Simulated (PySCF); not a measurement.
**Assigning NMR signals**

Structure with atom numbers: `[CH2:1]=[CH:2][SiH2:3][n:4]1[cH:5][cH:6][cH:7][cH:8]1` (H(Xn): hydrogen on atom n). Ha(C1) is cis to Si3; Hb(C1) is trans to Si3.

- GFN2-xTB geometry
- shieldings: GIAO PBE0/pcSseg-1
- run in PySCF 2.14.0 with density-fitted response routines
- non-relativistic, a single conformation, no solvent, equivalent nuclei averaged

δ = σ(ref) − σ, references computed at the same level: ¹³C, ¹H against TMS.

Question: Assign these signals to the numbered atoms. ¹³C{¹H} NMR (computed): δ 143.7 (CH2), 142.6 (CH), 127.7 (CH), 117.9 (CH).

Answer: 
| δ (ppm) | atoms | environment | reason |
| --- | --- | --- | --- |
| 143.7 | C1 | terminal =CH2 carbon | as expected for a trigonal carbon in a double bond |
| 142.6 | C2 | alkene CH | an sp2 carbon of a C=C bond |
| 127.7 | C5/C8 | aromatic CH next to a ring nitrogen | – |
| 117.9 | C6/C7 | aromatic CH | – |

C1 and C2 lie closer than the usual error of such a calculation, so a measured spectrum could show them in the other order.

Question: Assign these signals to the numbered atoms. ¹H NMR (400 MHz, computed): δ 6.75 (m, 2H), 6.63 (m, 2H), 6.54 (m, 1H), 6.35 (m, 1H), 6.09 (m, 1H), 5.40 (d, 2H).

Answer: 
| δ (ppm) | atoms | environment | reason |
| --- | --- | --- | --- |
| 6.75 | H(C5)/H(C8) | hydrogen on an aromatic CH next to a ring nitrogen | aromatic region |
| 6.63 | H(C6)/H(C7) | hydrogen on an aromatic CH | it sits in the deshielding region of the aromatic ring current |
| 6.54 | Hb(C1) | hydrogen on a terminal =CH2 carbon | olefinic region |
| 6.35 | H(C2) | hydrogen on an alkene CH | a vinylic proton, deshielded by the sp2 carbon and the C=C anisotropy |
| 6.09 | Ha(C1) | hydrogen on a terminal =CH2 carbon | attached to an sp2 carbon and in the plane of the double bond |
| 5.40 | H(Si3) | hydrogen on a silicon bonded to C, N | – |

H(C6)/H(C7) and Hb(C1) lie closer than the usual error of such a calculation, so a measured spectrum could show them in the other order.

Shifts are as computed. Against solution values, carbons near 30 ppm lie about +3 ppm off and those near 130 ppm about +5 ppm. Of 1211 compounds with measured shifts, 218 miss one by over three times the rms of a fit or turn the order of signals round; such compounds aren't used in these exercises. No couplings were computed; multiplicities are counted from neighbouring protons, with m where these are inequivalent, close in shift, in a saturated or five-membered ring or joined by F or P, and br s for small geminal =CH2 splittings.
